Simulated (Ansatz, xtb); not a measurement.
F3GeH3Si: which of two isomers lies lower

Structure X: `[F][GeH2][SiH](F)F`, a singlet. Structure Y: `F[Si](F)(F)[GeH3]`, a singlet. Both are isolated molecules in the gas phase, relaxed with PBE0-D4/def2-SVP; the shapes shown needn't be the lowest conformers.

X (Å):

```yaml
atoms:
  - { symbol: F, position_ang: [0.5183, -2.8681, 0.9555] }
  - { symbol: F, position_ang: [0.1698, -2.8825, -2.7631] }
  - { symbol: F, position_ang: [-2.1485, -3.2566, -1.6248] }
  - { symbol: Ge, position_ang: [-0.0939, -1.4337, 0.1673] }
  - { symbol: Si, position_ang: [-0.9996, -2.1591, -1.9156] }
  - { symbol: H, position_ang: [-1.1556, -0.8355, 1.1061] }
  - { symbol: H, position_ang: [1.1013, -0.4796, 0.0007] }
  - { symbol: H, position_ang: [-1.5866, -1.0849, -2.7581] }
```

Y (Å):

```xyz
8

F    -2.9991   -1.9940    0.1960
F    -1.9290    0.2304   -0.5646
F    -1.9727   -1.7957   -2.1662
Ge    0.3094   -2.0801    0.2143
Si   -1.7708   -1.3678   -0.6301
H     0.4321   -1.6358    1.6781
H     1.4299   -1.4468   -0.6215
H     0.3876   -3.6100    0.1224
```

Which of the two would you expect CCSD(T)/def2-SVP + ΔMP2/def2-TZVPP electronic energies to favour?

Structure Y; the calculation gives E(Y) − E(X) = −1.244 eV.

Level by level:

```csv
level,geometry,E(Y) − E(X) (eV),departure from the last row (eV),"job, with rough time for the two"
GFN2-xTB,GFN2-xTB,−0.205,+1.040,"optimisation, 0.092 s"
HF/STO-3G,GFN2-xTB,−1.013,+0.231,"single point, 0.4 s"
r2SCAN-D4/def2-SVP,GFN2-xTB,−1.158,+0.087,"single point, 3.7 s"
PBE0-D4/def2-SVP,PBE0-D4/def2-SVP,−1.124,+0.120,"optimisation, 26 s"
HF/def2-SVP,PBE0-D4/def2-SVP,−1.061,+0.184,part of the CCSD(T) run
MP2/def2-SVP,PBE0-D4/def2-SVP,−1.155,+0.090,part of the CCSD(T) run
CCSD(T)/def2-SVP,PBE0-D4/def2-SVP,−1.135,+0.110,single point
CCSD(T)/def2-SVP + ΔMP2/def2-TZVPP,PBE0-D4/def2-SVP,−1.244,,"single point, 38 s"
```

As drawn, Y has 1 F–Si, 1 Ge–H in place of 1 F–Ge, 1 Si–H.

None of the levels shown reverses the order. The largest departure from CCSD(T)/def2-SVP + ΔMP2/def2-TZVPP is that of GFN2-xTB, 1.040 eV. The last row adds to CCSD(T) the change of the MP2 difference between the two basis sets, here −0.110 eV.

With harmonic frequencies from PBE0-D4/def2-SVP (ideal gas, rigid rotor, one conformer each, 298.15 K, 1 atm): on the last row, ΔE + ΔZPE = −1.258 eV. A mode under 50 cm⁻¹ makes harmonic enthalpies and free energies unreliable, so none is given.

The correlated steps freeze 17 core orbitals; the filled d shell of Ge is correlated, in a basis made for valence electrons. Programs: Ansatz 0.2.0, xtb 6.7.1; the last row on 2 threads of Arm Neoverse V2 on a shared host.
